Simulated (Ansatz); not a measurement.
Ansatz (a quantum-chemistry and plane-wave program) input:

Ansatz 0.2 input:
```yaml
crystal:
  periodic: [false, false, false]
  atoms:
    - {symbol: Cd, position_ang: [-0.00000000, -0.00000000, -0.99187572]}
    - {symbol: Se, position_ang: [0.00000000, 0.00000000, 1.40029513]}
basis:
  gaussian:
    orbitals: def2-TZVP
hamiltonian:
  xc: b3lyp
  dispersion: d3bj
phonons: {temperatures: {t_min: 298.15, t_max: 298.15, t_step: 100}}
```

Q: What final total energy does it print?

A: -2569.40084 Eh (B3LYP-D3(BJ)/def2-TZVP). The basis has 88 functions.
